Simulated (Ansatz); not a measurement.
A nudged elastic band was laid between two geometries of BrCl$_{2}$FH$_{2}$OZr (8 atoms, charge 0, multiplicity 1).

Computed with RKS B3LYP-D4/def2-SVP (Ansatz).

```
movable images  : 5
climbing image  : yes
spring          : 5.0 eV/Å²
optimiser       : quadratic models (default)
start path      : through a guess of the saddle point
force threshold : 0.05 eV/Å
iteration limit : 60
end points      : relaxed
```

Image 0:

```xyz
8
Properties=species:S:1:pos:R:3
Zr -0.093 -0.062 -0.048
O -0.186 -0.046 1.881
H -0.495 -0.423 2.712
Cl 2.102 -0.401 -0.841
Cl -1.209 1.777 -1.016
F -1.077 -1.594 -0.574
Br 1.669 2.724 1.599
H 0.961 1.687 2.295
```

Image 6:

```xyz
8
Properties=species:S:1:pos:R:3
Zr 0.485 0.375 -0.045
O -0.569 0.580 2.061
H -0.834 -0.255 2.477
Cl 1.766 -0.164 -1.944
Cl -1.262 1.645 -0.978
F 0.015 -1.405 0.483
Br 2.229 1.747 1.217
H -0.160 1.140 2.739
```

What changes between the two ends?

Bonds broken: Br7–H8. Bonds formed: Zr1–Br7, O2–H8.

Give the energies along the band, and the barrier.

It converged. The highest image is number 1 of 0 to 6, 0.106 eV above the first end and 0.905 eV above the last; the last end lies 0.799 eV below the first. A vibrational analysis at the climbing image gives one clearly imaginary mode, 436i cm⁻¹: a first-order saddle point. The orbitals stay closed-shell, which can raise the energy where a bond breaks towards radicals; this wasn't checked here.

```csv
image,path coordinate (Å),energy (eV),Br7–H8 (Å),Zr1–Br7 (Å),O2–H8 (Å)
0,0.00,0.000,1.44,3.69,2.12
1,0.87,0.106,1.57,3.02,1.42
2,1.49,-0.469,2.10,2.74,1.01
3,2.11,-0.700,2.60,2.61,0.97
4,2.72,-0.728,2.74,2.59,0.97
5,3.34,-0.770,2.79,2.57,0.97
6,3.95,-0.799,2.90,2.55,0.97
```

What is the geometry of the highest image?


```xyz
8
Properties=species:S:1:pos:R:3:forces:R:3
Zr 0.079 0.207 0.007 0.00 0.00 0.00
O -0.078 0.129 2.033 0.00 0.00 0.00
H -0.486 -0.447 2.694 0.00 0.00 0.00
Cl 2.110 -0.385 -1.019 0.00 0.00 0.00
Cl -1.187 1.794 -1.180 0.00 0.00 0.00
F -0.945 -1.366 -0.247 0.00 0.00 0.00
Br 1.484 2.431 1.486 0.00 0.00 0.00
H 0.693 1.301 2.233 0.00 0.00 0.00
```

What are the harmonic wavenumbers there?

436i, 51, 82, 100, 105, 150, 154, 162, 269, 383, 424, 429, 599, 683, 694, 803, 1427, 3847 cm⁻¹.

The band took 16 iterations and about 19 core-minutes.

The run took 5 min on 4 threads of Arm Neoverse V1 (shared host), peak memory 0.43 GiB.
